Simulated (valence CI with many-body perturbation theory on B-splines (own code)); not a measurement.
## Re62+: calculated level list

Computed by valence CI with perturbative core correlation (CI+MBPT): three valence electrons over a frozen Dirac-Fock core [Ne], radial functions for each j: 11 s, 11 p, 10 d, 8 f, 5 g, 2 h, with the one-electron correlation potential Σ1, the two-electron term Σ2, the three-electron term Σ3, Breit, model QED; selected CI, second order for the rest, scaled by the run's own slope (own B-spline code, finite nucleus).

The last digits are not significant, and no measured levels were compared; by estimate large intervals hold to a few tenths of a per cent, small ones and those within an open d or f shell to about a per cent.

Levels 91 to 135 of 157, with energies above the lowest level, (3s^2 3p1/2) J=1/2. "Leading %" is the weight of the configuration and term that name the level; weights of strongly mixed levels are sums over their largest components and can fall short. In the jj column 3d3/2^4 stands for four electrons in 3d with j = 3/2.

| No. | Configuration | Term | J | E (× 10³ cm⁻¹) | Leading % | g | Leading jj |
| --- | --- | --- | --- | --- | --- | --- | --- |
| 91 | 3p 3d2 | 2P° | 3/2 | 14062 | 29 | 1.323 | 3p1/2 3d5/2^2 (99 %) |
| 92 | 3p 3d2 | 2F° | 5/2 | 14083 | 39 | 1.090 | 3p1/2 3d5/2^2 (99 %) |
| 93 | 3p2 3d | 2D | 3/2 | 14193 | 69 | 0.858 | 3p3/2^2 3d3/2 (97 %) |
| 94 | 3p 3d2 | 2P° | 1/2 | 14304 | 72 | 0.647 | 3p1/2 3d5/2^2 (98 %) |
| 95 | 3p2 3d | 4F | 9/2 | 14542 | 63 | 1.237 | 3p3/2^2 3d5/2 (99 %) |
| 96 | 3p2 3d | 2F | 7/2 | 14547 | 51 | 1.233 | 3p3/2^2 3d5/2 (99 %) |
| 97 | 3p2 3d | 2P | 1/2 | 14660 | 56 | 1.216 | 3p3/2^2 3d5/2 (97 %) |
| 98 | 3p2 3d | 2D | 5/2 | 14799 | 75 | 1.196 | 3p3/2^2 3d5/2 (99 %) |
| 99 | 3p2 3d | 2P | 3/2 | 14892 | 45 | 1.191 | 3p3/2^2 3d5/2 (97 %) |
| 100 | 3p2 3d | 2D | 5/2 | 14918 | 52 | 1.167 | 3p3/2^2 3d5/2 (96 %) |
| 101 | 3p 3d2 | 4F° | 3/2 | 15651 | 31 | 0.877 | 3p3/2 3d3/2^2 (99 %) |
| 102 | 3p 3d2 | 4F° | 5/2 | 15710 | 36 | 0.975 | 3p3/2 3d3/2^2 (96 %) |
| 103 | 3p 3d2 | 4D° | 1/2 | 15720 | 73 | 0.226 | 3p3/2 3d3/2^2 (99 %) |
| 104 | 3p 3d2 | 2G° | 7/2 | 15722 | 34 | 1.038 | 3p3/2 3d3/2^2 (96 %) |
| 105 | 3p 3d2 | 2P° | 3/2 | 15929 | 31 | 1.374 | 3p3/2 3d3/2^2 (94 %) |
| 106 | 3p 3d2 | 4G° | 9/2 | 16216 | 56 | 1.169 | 3p3/2 3d3/2 3d5/2 (99 %) |
| 107 | 3p 3d2 | 4F° | 7/2 | 16260 | 32 | 1.192 | 3p3/2 3d3/2 3d5/2 (99 %) |
| 108 | 3p 3d2 | 2H° | 11/2 | 16343 | 58 | 1.153 | 3p3/2 3d3/2 3d5/2 (94 %) |
| 109 | 3p 3d2 | 4P° | 5/2 | 16359 | 47 | 1.423 | 3p3/2 3d3/2 3d5/2 (99 %) |
| 110 | 3p 3d2 | 2S° | 1/2 | 16369 | 44 | 1.694 | 3p3/2 3d3/2 3d5/2 (99 %) |
| 111 | 3p 3d2 | 4D° | 3/2 | 16376 | 45 | 1.139 | 3p3/2 3d3/2 3d5/2 (98 %) |
| 112 | 3p 3d2 | 2F° | 5/2 | 16379 | 46 | 1.058 | 3p3/2 3d3/2 3d5/2 (99 %) |
| 113 | 3p 3d2 | 2G° | 7/2 | 16420 | 36 | 1.121 | 3p3/2 3d3/2 3d5/2 (98 %) |
| 114 | 3p 3d2 | 2G° | 7/2 | 16518 | 38 | 1.119 | 3p3/2 3d3/2 3d5/2 (94 %) |
| 115 | 3p 3d2 | 2D° | 5/2 | 16543 | 56 | 1.177 | 3p3/2 3d3/2 3d5/2 (94 %) |
| 116 | 3p 3d2 | 2P° | 3/2 | 16568 | 40 | 1.180 | 3p3/2 3d3/2 3d5/2 (96 %) |
| 117 | 3p 3d2 | 2G° | 9/2 | 16574 | 74 | 1.068 | 3p3/2 3d3/2 3d5/2 (98 %) |
| 118 | 3p 3d2 | 2D° | 3/2 | 16649 | 54 | 1.116 | 3p3/2 3d3/2 3d5/2 (96 %) |
| 119 | 3p 3d2 | 2F° | 5/2 | 16688 | 65 | 0.964 | 3p3/2 3d3/2 3d5/2 (97 %) |
| 120 | 3p 3d2 | 2P° | 1/2 | 16731 | 77 | 0.696 | 3p3/2 3d3/2 3d5/2 (94 %) |
| 121 | 3p 3d2 | 4G° | 11/2 | 16922 | 58 | 1.184 | 3p3/2 3d5/2^2 (94 %) |
| 122 | 3p 3d2 | 2D° | 5/2 | 17015 | 45 | 1.204 | 3p3/2 3d5/2^2 (95 %) |
| 123 | 3p 3d2 | 2F° | 7/2 | 17029 | 50 | 1.220 | 3p3/2 3d5/2^2 (97 %) |
| 124 | 3p 3d2 | 4F° | 9/2 | 17053 | 53 | 1.207 | 3p3/2 3d5/2^2 (98 %) |
| 125 | 3p 3d2 | 2P° | 1/2 | 17188 | 70 | 0.893 | 3p3/2 3d5/2^2 (96 %) |
| 126 | 3p 3d2 | 2F° | 7/2 | 17310 | 54 | 1.147 | 3p3/2 3d5/2^2 (97 %) |
| 127 | 3p 3d2 | 2P° | 3/2 | 17332 | 70 | 1.282 | 3p3/2 3d5/2^2 (99 %) |
| 128 | 3p 3d2 | 2D° | 5/2 | 17335 | 61 | 1.152 | 3p3/2 3d5/2^2 (98 %) |
| 129 | 3p 3d2 | 2P° | 3/2 | 17464 | 53 | 1.243 | 3p3/2 3d5/2^2 (95 %) |
| 130 | 3d3 | 4F | 3/2 | 17512 | 44 | 0.716 | 3d3/2^3 (98 %) |
| 131 | 3d3 | 4F | 5/2 | 18127 | 82 | 1.049 | 3d3/2^2 3d5/2 (99 %) |
| 132 | 3d3 | 4P | 3/2 | 18189 | 38 | 1.167 | 3d3/2^2 3d5/2 (99 %) |
| 133 | 3d3 | 2H | 9/2 | 18204 | 48 | 1.026 | 3d3/2^2 3d5/2 (100 %) |
| 134 | 3d3 | 2G | 7/2 | 18214 | 50 | 1.031 | 3d3/2^2 3d5/2 (98 %) |
| 135 | 3d3 | 4P | 1/2 | 18241 | 57 | 1.807 | 3d3/2^2 3d5/2 (100 %) |
